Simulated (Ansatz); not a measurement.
Reaction: Si2H4F2 (SMILES F[SiH](F)[SiH3]) → Si2H4F (SMILES F[SiH][SiH3], doublet) + F (doublet) (the F-Si bond breaks)
Each species at its own B3LYP-D3(BJ)/def2-TZVP minimum (Ansatz, an electronic-structure program).

Quantity: bond dissociation energy (electronic), in kJ/mol. Open shells are spin-unrestricted; no spin-orbit coupling. CBS(X,Y): correlation extrapolated as X^-3, Hartree-Fock from the larger set. A bracket is a step between two methods taken in the basis named. The functionals are non-relativistic, so their misses hold any scalar relativity. Double hybrids freeze cores in their MP2 part. 'core' is core correlation in cc-pwCVTZ (1s frozen past Ne), 'X2C' scalar relativity in cc-pVTZ-DK, both at CCSD(T).

CCSD(T)/CBS(cc-pV(T+d)Z,cc-pV(Q+d)Z) + [CCSDT(Q) - CCSD(T)]/cc-pV(D+d)Z + core + X2C (Ansatz) gives 665.1 kJ/mol.

What does PBE/def2-TZVPD (Ansatz) give here, and how do the other levels compare?

PBE gives 641.0 kJ/mol, 24.1 kJ/mol below it. Differences of the others: r2SCAN/def2-TZVPD (Ansatz) -28.2; B3LYP/def2-TZVPD (Ansatz) -31.7; PBE0/def2-TZVPD (Ansatz) -38.4; wB97M-V/def2-TZVPD (Ansatz) -11.3; B2PLYP/def2-TZVPD (Ansatz) -19.6; CCSD(T)/CBS(cc-pV(T+d)Z,cc-pV(Q+d)Z) + core + X2C (Ansatz) -0.3 kJ/mol. Nearer than PBE: wB97M-V/def2-TZVPD, B2PLYP/def2-TZVPD, CCSD(T)/CBS(cc-pV(T+d)Z,cc-pV(Q+d)Z) + core + X2C.
